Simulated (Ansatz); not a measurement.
Consider the cleavage of the Si–Si bond: `B[SiH2][SiH2][SiH3]` + `C=N` → `B[SiH2]N=C` + disilane.

Gas-phase electronic energies from Ansatz, PBE0-D4/def2-TZVP geometries. CCSD(T)/CBS is the MP2 limit (def2-TZVPP, def2-QZVPP) plus CCSD(T) − MP2 in def2-TZVPP, frozen cores. This one scheme is used for every species. DFT in def2-TZVPP. Each species was taken in one conformer, which may not be the lowest.

```json
{"level": "LDA (SPW92)", "ΔE (kJ/mol)": "-4.1"}
{"level": "revPBE-D4", "ΔE (kJ/mol)": "0.0"}
{"level": "revPBE", "ΔE (kJ/mol)": "-2.1"}
{"level": "BLYP", "ΔE (kJ/mol)": "-21.3"}
{"level": "SCS-MP2/def2-TZVPP", "ΔE (kJ/mol)": "-26.2"}
{"level": "SCS-MP2/def2-QZVPP", "ΔE (kJ/mol)": "-26.6"}
{"level": "MP2/CBS(def2)", "ΔE (kJ/mol)": "-21.0"}
{"level": "CCSD/CBS(def2)", "ΔE (kJ/mol)": "-18.2"}
```

Q: What does CCSD(T)/CBS give? (An estimate is asked.)

A: Computed: -14.5 kJ/mol. The listed levels differ from it by 10.4, 14.5, 12.4, -6.8, -11.7, -12.1, -6.5, -3.7 kJ/mol.

Largest T1 diagnostic among the species: 0.014.

The D4 term adds +5.9 kJ/mol with B3LYP and +3.6 kJ/mol with PBE0; it sums over pairs of atoms, weighted by their polarisabilities, and B3LYP, whose exchange is more repulsive, gets the larger term. Leaving LDA and LC-ωPBE aside and taking each functional with its dispersion term where it has one, the values, not all of them listed here, spread over 26.2 kJ/mol, from CAM-B3LYP-D4 to PBE-D4.

B3LYP here is the variant with VWN-RPA as its local correlation; programs differ in this.
